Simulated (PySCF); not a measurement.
BClH3OSi, H8OSi3, H3NOSi2 (calculated)

Calculation on a computer-drawn molecule: optimised geometry and harmonic frequencies of an isolated molecule of the commonest isotopes, restricted reference for singlets and unrestricted otherwise, frozen core in MP2. Program: PySCF 2.14.0.

Common to all runs: multiplicity 1; basis cc-pV(D+d)Z.

(1) BClH3OSi

Start structure:
```xyz
7
BClH3OSi
O     -1.2966    -2.2465     1.3898
Si    -1.3032    -1.3490     0.0442
B     -2.1340    -2.7925    -1.2255
Cl    -2.7789    -3.9352    -2.1768
H     -0.9892    -1.9725     2.2449
H      0.0009    -1.0483    -0.5507
H     -2.2549    -0.2365     0.0020
```

It was run with charge 1 and method MP2.

It finds rotational constants 14.6, 1.66, 1.518 GHz; total energy -849.9943 hartree; convergence status largest gradient component 1.788e-05 hartree/bohr.

Drawn bonds:
```tsv
atom	other atom	order
1	2	1
2	3	1
3	4	1
1	5	1
2	6	1
2	7	1
```

Optimised structure:
```xyz
7
BClH3OSi
O     -1.3108    -2.2901     1.3964
Si    -1.3049    -1.3540     0.0452
B     -2.1290    -2.7802    -1.2226
Cl    -2.7741    -3.9272    -2.1701
H     -0.9805    -1.9460     2.2408
H      0.0017    -1.0483    -0.5578
H     -2.2582    -0.2347    -0.0040
```

Modes:
```tsv
frequency (cm⁻¹)	reduced mass (dalton)
96.42	6.746
154.6	1.146
206	3.018
326.5	10.55
383.1	9.015
590.9	1.413
713.2	1.135
753.2	1.263
862.4	1.562
942.2	1.604
990.2	1.333
1266	12.38
2337	1.028
2355	1.056
3850	1.067
```

(2) H8OSi3

Start structure:
```xyz
12
H8OSi3
O     -3.0276     0.3751    -0.1022
Si    -2.1515    -0.7137     0.8874
Si     0.0504    -0.7263     0.3201
Si     1.1236     1.2804     0.0700
H     -3.0938     0.2033    -1.0108
H     -2.4306    -0.0309     2.1768
H     -2.9006    -2.0462     0.8508
H      0.7258    -1.5957     1.2746
H      0.1842    -1.5154    -0.9792
H      0.2090     2.4083     0.3697
H      1.5938     1.5182    -1.3330
H      2.2864     1.4744     0.9348
```

Here we set charge 0 and method HF.

Results for H8OSi3: rotational constants 5.187, 1.494, 1.275 GHz; total energy -946.3651 hartree; convergence status largest gradient component 1.802e-05 hartree/bohr.

Drawn bonds:
```tsv
atom	other atom	order
1	2	1
2	3	1
3	4	1
1	5	1
2	6	1
2	7	1
3	8	1
3	9	1
4	10	1
4	11	1
4	12	1
```

Optimised structure:
```xyz
12
H8OSi3
O     -2.9893     0.2624    -0.4507
Si    -2.2640    -0.5883     0.7742
Si     0.0717    -0.7804     0.4258
Si     1.1125     1.3270     0.1297
H     -2.9784    -0.0904    -1.3275
H     -2.5347     0.1761     2.0079
H     -2.8601    -1.9412     0.9040
H      0.6840    -1.4771     1.5879
H      0.3229    -1.6088    -0.7853
H      0.8486     2.1966     1.3014
H      0.5768     1.9888    -1.0843
H      2.5789     1.1668    -0.0241
```

Modes:
```tsv
frequency (cm⁻¹)	reduced mass (dalton)
34.34	2.992
88.78	2.209
101.2	1.394
181.9	1.712
223.6	1.551
360.7	1.185
391.2	5.732
455.2	1.386
476.2	2.399
554.2	1.289
616.9	1.329
737.2	1.077
770.2	1.084
799.8	1.246
870.5	2.913
929.2	1.399
948.1	1.169
978.6	1.09
1006	1.086
1023	1.046
1025	1.035
1035	1.063
2268	1.037
2278	1.043
2289	1.04
2302	1.051
2304	1.051
2306	1.02
2332	1.04
4176	1.067
```

(3) H3NOSi2

Start structure:
```xyz
7
H3NOSi2
O     -0.7472    -0.7236    -1.3713
Si    -0.5196     0.8221    -0.9355
N      0.2510     1.3165     0.4050
Si     1.4610     1.4839     1.5868
H     -1.3097    -1.0296    -2.1085
H     -1.2299     1.7438    -1.8396
H      0.5355     1.6562     2.7606
```

Settings of this run: charge 0 and method HF.

It finds rotational constants 24.42, 1.97, 1.853 GHz; total energy -708.9365 hartree; convergence status largest gradient component 2.159e-06 hartree/bohr.

Drawn bonds:
```tsv
atom	other atom	order
1	2	1
2	3	2
3	4	1
1	5	1
2	6	1
4	7	1
```

Optimised structure:
```xyz
7
H3NOSi2
O     -0.7751    -0.7391    -1.3540
Si    -0.5165     0.7869    -0.8861
N      0.3320     1.2177     0.3389
Si     1.4399     1.5819     1.5560
H     -1.3104    -0.9204    -2.1129
H     -1.2086     1.7043    -1.7938
H      0.4799     1.6379     2.7493
```

Modes:
```tsv
frequency (cm⁻¹)	reduced mass (dalton)
88.49	8.438
168.5	3.356
259.7	1.258
358.1	1.119
371	7.193
603.9	6.868
627.8	1.343
820.2	1.123
926.8	1.351
938.8	1.988
1036	1.73
1476	14.21
2033	1.044
2403	1.043
4167	1.068
```
